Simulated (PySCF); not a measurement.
Isomers of C7H15NOSi, mass 157.092 u with the commonest isotopes. Method used: PySCF, PBE0-D3(BJ)/def2-SVP geometry optimisation, gas phase. One conformer each, none proved a minimum here; rigid rotors.

Task: Order these by radius of gyration √(Σ m r²/M), largest first.
A. SiEt3(NCO), `CC[Si](CC)(CC)N=C=O`
B. `[CH2:1]=[CH:2][CH2:3][C@@H:4]1[CH2:5][O:6][Si@H:7]([NH:8][CH3:9])[CH2:10]1` with C1–C2–C3–C4 -119°, C2–C3–C4–C5 -174°, O6–Si7–N8–C9 88°, C3–C4–C5–O6 -167°, C4–C5–O6–Si7 28°, C5–O6–Si7–N8 113°, O6–Si7–C10–C4 -17°
C. `[CH2:1]1[CH2:2][CH2:3][N:4]([Si@@H:5]2[CH2:6][CH2:7][CH2:8][O:9]2)[CH2:10]1` with C3–N4–Si5–C6 -58°, C10–C1–C2–C3 1°, C1–C2–C3–N4 22°, C2–C3–N4–Si5 155°, N4–Si5–C6–C7 -87°

Result: B (2.675 Å), A (2.418 Å), C (2.282 Å).

Task: Order these by out-of-plane moment Σ m c² = (Ia + Ib − Ic)/2, largest first.
A. SiEt3(NCO) (`C(C)[Si](N=C=O)(CC)CC`)
B. `[CH2:1]=[CH:2][CH2:3][C@@H:4]1[CH2:5][O:6][Si@H:7]([NH:8][CH3:9])[CH2:10]1` with C1–C2–C3–C4 -119°, C2–C3–C4–C5 -174°, O6–Si7–N8–C9 88°, C3–C4–C5–O6 -167°, C4–C5–O6–Si7 28°, C5–O6–Si7–N8 113°, O6–Si7–C10–C4 -17°
C. `[CH2:1]1[CH2:2][CH2:3][N:4]([Si@@H:5]2[CH2:6][CH2:7][CH2:8][O:9]2)[CH2:10]1` with C3–N4–Si5–C6 -58°, C10–C1–C2–C3 1°, C1–C2–C3–N4 22°, C2–C3–N4–Si5 155°, N4–Si5–C6–C7 -87°

Result: A (269.59 u·Å²), C (92.84 u·Å²), B (37.13 u·Å²).

Task: Order these by rotational constant A, largest first.
A. SiEt3(NCO) (`C(C)[Si](N=C=O)(CC)CC`)
B. `[CH2:1]=[CH:2][CH2:3][C@@H:4]1[CH2:5][O:6][Si@H:7]([NH:8][CH3:9])[CH2:10]1` with C1–C2–C3–C4 -119°, C2–C3–C4–C5 -174°, O6–Si7–N8–C9 88°, C3–C4–C5–O6 -167°, C4–C5–O6–Si7 28°, C5–O6–Si7–N8 113°, O6–Si7–C10–C4 -17°
C. `[CH2:1]1[CH2:2][CH2:3][N:4]([Si@@H:5]2[CH2:6][CH2:7][CH2:8][O:9]2)[CH2:10]1` with C3–N4–Si5–C6 -58°, C10–C1–C2–C3 1°, C1–C2–C3–N4 22°, C2–C3–N4–Si5 155°, N4–Si5–C6–C7 -87°

Result: B (2475 MHz), C (2200 MHz), A (935.6 MHz).

```
                   SMILES  point group  Ia (u·Å²)  Ib (u·Å²)  Ic (u·Å²)      κ  μa (D)  μb (D)  μc (D)
   C1CCN([Si@@H]2CCCO2)C1           C1     229.67     680.96     724.94  -0.94    0.45    1.27    1.09
C=CC[C@@H]1CO[Si@H](NC)C1           C1     204.19     956.84    1086.77  -0.94    0.35    1.15    0.88
      CC[Si](CC)(CC)N=C=O      near C3     540.15     647.92     648.88  -0.99    3.08    0.10    0.21
```
